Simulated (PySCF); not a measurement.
A structure optimised at B3LYP-D3(BJ)/def2-SVP, used in a PySCF frequency run:

```xyz
10

N     -1.4566    -1.3593    -0.4281
Sn     0.0024    -0.0140     0.0149
N      1.6622    -0.7216     0.9463
O     -0.6782     1.4182     1.1964
F      0.4331     0.7834    -1.7160
H     -1.5802    -1.4406    -1.4386
H     -1.2406    -2.2872    -0.0615
H      2.4195    -0.8989     0.2843
H      2.0020    -0.0408     1.6283
H     -1.6331     1.5364     1.0892
```
Charge 0, spin multiplicity 1.

**Question.** Write its SMILES and formula.

**Answer.** [NH2][Sn]([NH2])([OH])[F], FH5N2OSn

**Question.** What are its rotational constants (standard atomic weights)?

**Answer.** 2.8702, 2.6063, 2.5642 GHz
